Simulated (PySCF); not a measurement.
Energy landscape of C2H6Be, singlet: bend at the central Be, local threefold symmetry of each CH3 group. Scanned: C-Be-C angle. Other coordinates (Be-C length, H-C-Be angle, C-H length) were minimised at B3LYP/def2-TZVP.

RHF/def2-TZVP, density fitting (PySCF); M06-2X/def2-TZVP, density fitting (PySCF).

Energies relative to the lowest point of each profile, in mEh:

| a / ° | RHF |
|---|---|
| 180 | 0.0 |
| 172.50 | 0.5 |
| 165 | 2.2 |
| 157.50 | 4.9 |
| 150 | 8.7 |
| 142.50 | 13.8 |
| 135 | 20.2 |
| 127.50 | 28.1 |
| 120 | 37.6 |
| 112.50 | 49.1 |
| 97.50 | 80.0 |
| 90 | 101.3 |

Q: Estimate the M06-2X values at these points.

A: 180: 0.0; 172.50: 0.5; 165: 2.1; 157.50: 4.6; 150: 8.3; 142.50: 13.1; 135: 19.1; 127.50: 26.3; 120: 35.1; 112.50: 45.5; 97.50: 73.5; 90: 92.9 (mEh).
